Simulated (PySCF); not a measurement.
C₅H₇B₂Cl₂N.
SMILES with atom numbers: `[Cl:1][B:2]([Cl:3])[BH2-:4][n+:5]1[cH:6][cH:7][cH:8][cH:9][cH:10]1` (hydrogens: H11, H12 on B4; H13 on C6; H14 on C7; H15 on C8; H16 on C9; H17 on C10)

Computed with PBE0-D3(BJ)/def2-SVP geometry optimisation, gas phase in PySCF.

(1) Give the optimised bond lengths and angles.

Results:

(1) 
| bond | length (Å) | order |
| --- | --- | --- |
| Cl1–B2 | 1.763 | single |
| B2–Cl3 | 1.786 | single |
| B2–B4 | 1.695 | single |
| B4–N5 | 1.583 | single |
| N5–C6, N5–C10 | 1.341 | aromatic |
| C6–C7, C9–C10 | 1.386 | aromatic |
| C7–C8, C8–C9 | 1.393 | aromatic |
| B4–H11, B4–H12 | 1.225 | single |
| C6–H13, C10–H17 | 1.091 | single |
| C7–H14, C9–H16 | 1.091 | single |
| C8–H15 | 1.092 | single |

Bonds in one row agree within 0.01 Å and their mean is given. Orders are formal, as drawn. A selection of angles:
| angle | degrees |
| --- | --- |
| Cl1–B2–Cl3 | 115.2 |
| Cl1–B2–B4 | 122.0 |
| Cl3–B2–B4 | 122.8 |
| B2–B4–N5 | 109.8 |
| B4–N5–C6 | 120.5 |
| B4–N5–C10 | 120.0 |
| C6–N5–C10 | 119.3 |
| N5–C6–C7 | 122.0 |
| C6–C7–C8 | 119.1 |
| C7–C8–C9 | 118.6 |

Dihedral angles: Cl1–B2–B4–N5 174° (antiperiplanar); B2–B4–N5–C6 -99° (anticlinal). The mirror-image conformer, all signs reversed, is as good.

B4 (four-coordinate boron) is tetrahedral (angles from 107.7° to 112.1°). B2 (three-coordinate boron) is planar (angles 122.8°, 122.0° and 115.2°, sum 360.0°, 0.02 Å off the plane of its three neighbours). N5 (nitrogen bonded to B and 2 C) is planar (angles 120.5°, 120.0° and 119.3°, sum 359.8°, 0.03 Å off the plane of its three neighbours). The 2 B–Cl bonds span 1.763 Å (Cl1–B2, drawn single) to 1.786 Å (B2–Cl3, drawn single), a spread of 0.023 Å. Of the pairs four or more bonds apart, H11···H13 is among the closest relative to their van der Waals radii: 2.29 Å, 96 % of the sum of Bondi's values. The 6-membered ring N5–C6–C7–C8–C9–C10 has internal angles of 118.6° to 122.0°; it is planar, 0.00 Å rms from its mean plane, widest ring torsion 1°.

Point group: C1 (no symmetry element, even within 0.4 Å). No PBE0-D3(BJ)/def2-SVP frequencies stand behind this structure, so it isn't proved a minimum. One conformer, not necessarily the lowest.
